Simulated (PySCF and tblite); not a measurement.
The numbers below are computed, except where a source is named.
C6H10O, numbered as in [O:1]=[C:2]1[CH2:3][CH2:4][CH2:5][CH2:6][CH2:7]1.

Classical Langevin dynamics with GFN2-xTB (tblite), gas phase: time step 1.5 fs, H mass 4 u, friction 0.005 fs⁻¹, 400 steps to settle and 5000 to sample, one trajectory a temperature from the lowest conformer.

GIAO shieldings at KT3/pcSseg-1 (PySCF) on 6 frames a temperature; like atoms are averaged, and of two unlike H on one atom a is the less shielded at the minimum.

Task: How far do thermal motions move the shieldings from their values at the minimum?

Result: 
```json
{"signal": "O1", "σ at minimum (ppm)": "-285.2", "Δσ, 220 K": "3.8 ± 11.3", "Δσ, 350 K": "-16.8 ± 10.7", "Δσ, 500 K": "-26.1 ± 15.2"}
{"signal": "C2", "σ at minimum (ppm)": "-12.0", "Δσ, 220 K": "-1.2 ± 2.3", "Δσ, 350 K": "-1.8 ± 1.5", "Δσ, 500 K": "-3.8 ± 3.6"}
{"signal": "C3/C7", "σ at minimum (ppm)": "139.6", "Δσ, 220 K": "-0.5 ± 1.3", "Δσ, 350 K": "-2.7 ± 0.7", "Δσ, 500 K": "0.9 ± 1.9"}
{"signal": "C4/C6", "σ at minimum (ppm)": "150.0", "Δσ, 220 K": "-0.1 ± 1.7", "Δσ, 350 K": "-2.7 ± 1.3", "Δσ, 500 K": "-0.3 ± 1.1"}
{"signal": "C5", "σ at minimum (ppm)": "152.9", "Δσ, 220 K": "0.1 ± 1.6", "Δσ, 350 K": "-4.1 ± 1.8", "Δσ, 500 K": "-0.8 ± 3.0"}
{"signal": "H3/H7", "σ at minimum (ppm)": "29.46", "Δσ, 220 K": "-0.13 ± 0.14", "Δσ, 350 K": "-0.60 ± 0.25", "Δσ, 500 K": "-0.26 ± 0.25"}
{"signal": "H4/H6", "σ at minimum (ppm)": "29.76", "Δσ, 220 K": "-0.08 ± 0.18", "Δσ, 350 K": "-0.54 ± 0.12", "Δσ, 500 K": "-0.03 ± 0.18"}
{"signal": "H5", "σ at minimum (ppm)": "30.03", "Δσ, 220 K": "0.05 ± 0.16", "Δσ, 350 K": "-0.47 ± 0.17", "Δσ, 500 K": "-0.31 ± 0.38"}
```

Errors are standard errors over frames. Zero-point motion is missing, and a reference compound would move too.

Task: What do the single frames at 220 K give for O1?

Result: 
```csv
t (fs),"V above the minimum, tight binding (kcal/mol)","E above it, DFT (kcal/mol)",torsions (°),σ (ppm)
1224,9.6,8.6,none,-265.2
2475,13.9,12.9,none,-261.4
3724,7.3,7.0,none,-330.8
4976,10.6,12.5,none,-255.7
6225,8.9,8.7,none,-288.7
7476,10.6,10.1,none,-286.7
```

Task: And the couplings at B3LYP/pcseg-1 with pcJ-1 on H?

Result: 
```json
{"pair": "H3,H4", "bonds": "3", "minimum (Hz)": "8.8", "220 K": "8.8 ± 0.3", "350 K": "8.6 ± 0.5", "500 K": "8.0 ± 0.7"}
{"pair": "H3,H4", "bonds": "3", "minimum (Hz)": "5.2", "220 K": "5.7 ± 0.5", "350 K": "6.1 ± 0.9", "500 K": "5.7 ± 0.8"}
{"pair": "H4,H5", "bonds": "3", "minimum (Hz)": "8.1", "220 K": "8.0 ± 0.5", "350 K": "8.8 ± 0.3", "500 K": "8.3 ± 0.5"}
{"pair": "H4,H5", "bonds": "3", "minimum (Hz)": "3.5", "220 K": "4.0 ± 0.2", "350 K": "3.8 ± 0.5", "500 K": "2.8 ± 0.6"}
```

Changes within two standard errors are not significant.

The study took 22 min on 1 thread of Arm Neoverse V1, shared host (rough), peak memory 0.93 GiB, launched as `OMP_NUM_THREADS=1 python ens_run.py task.json out`.
